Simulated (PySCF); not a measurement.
Unknown compound

Molecular formula: C6H10FNSi. Simulated spectra:

1H NMR (600 MHz, computed): δ 7.81 (d, 1H), 7.15 (d, 1H), 4.82 (m, 1H), 3.32 (m, 1H), 2.08 (s, 3H), 1.68 (d, 3H).

13C{1H} NMR (computed): δ 153.8 (CH2), 114.3 (C), 82.7 (C), 66.4 (CH), 19.8 (CH3), 5.7 (CH3).

Theoretical values (PySCF 2.14): structure optimised with GFN2-xTB, shieldings: GIAO PBE0/pcSseg-1. Relativity neglected, gas phase, fast rotation and ring inversion assumed for equivalent nuclei, one computed conformer.

Referencing at the same level of theory: 1H (σ = 31.72 ppm), 13C (σ = 186.93 ppm) vs TMS.

Task: Deduce the structure.

Result: 
- The formula gives 3 degrees of unsaturation (no ring in the answer).
- 6 carbon signals for 6 carbons: no two carbons are equivalent.
- Carbon types of the structure: 2 × C, 1 × CH, 1 × CH2, 2 × CH3, leaving 1 H on heteroatoms.
- δC 153.8: C=N carbon.
- δC 114.3, 82.7: alkyne carbon.
- δC 66.4: sp3 CH bonded to N and Si; pulled downfield by the heteroatom.
- δC 19.8: methyl carbon; aliphatic region, no heteroatom directly attached.
- δC 5.7: propargylic methyl carbon; a saturated carbon with 1 carbon neighbour and no heteroatom attached.
- δH 3.32: hydrogen on an sp3 CH bonded to N and Si; its carbon carries N, an electronegative neighbour.
- δH 2.08: hydrogen on a propargylic methyl carbon.

Structure: `C=N[C@@H](C)[Si@H](F)C#CC`.

The shifts were computed for this structure.

Splittings by 19F in the carbon and heteronuclear signals aren't shown, as no couplings were computed. Shifts are as computed. Against solution values, carbons near 30 ppm lie about +3 ppm off and those near 130 ppm about +5 ppm. Of 1309 compounds with measured shifts, 239 miss one by over three times the rms of a fit or turn the order of signals round; such compounds aren't used in these exercises. No couplings were computed; multiplicities are counted from neighbouring protons, with m where these are inequivalent, close in shift, in a saturated or five-membered ring or joined by F or P, and br s for small geminal =CH2 splittings.
